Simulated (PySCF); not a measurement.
A structure optimised at PBE0-D3(BJ)/def2-SVP, used in a PySCF frequency run:

```
Si
O 1 1.6750
C 2 1.3954 1 123.42
H 3 1.1017 2 109.29 1 165.59
H 3 1.1070 4 107.55 2 -122.03
H 3 1.1070 4 107.74 5 -115.83
N 1 1.7236 2 113.91 3 -55.80
H 7 1.0123 1 121.86 2 92.29
H 7 1.0128 8 111.66 1 156.88
H 1 1.4865 2 102.62 3 -174.34
C 1 1.8702 10 113.04 2 118.88
H 11 1.1007 1 110.50 10 -61.44
H 11 1.1007 12 108.30 1 -121.90
H 11 1.1022 12 107.59 13 -116.38
```
Charge 0, spin multiplicity 1.

Q: Write its SMILES and formula.

A: CO[Si@H](C)N, C2H9NOSi

Q: What are its rotational constants (standard atomic weights)?

A: 4.8863, 3.0401, 2.3999 GHz
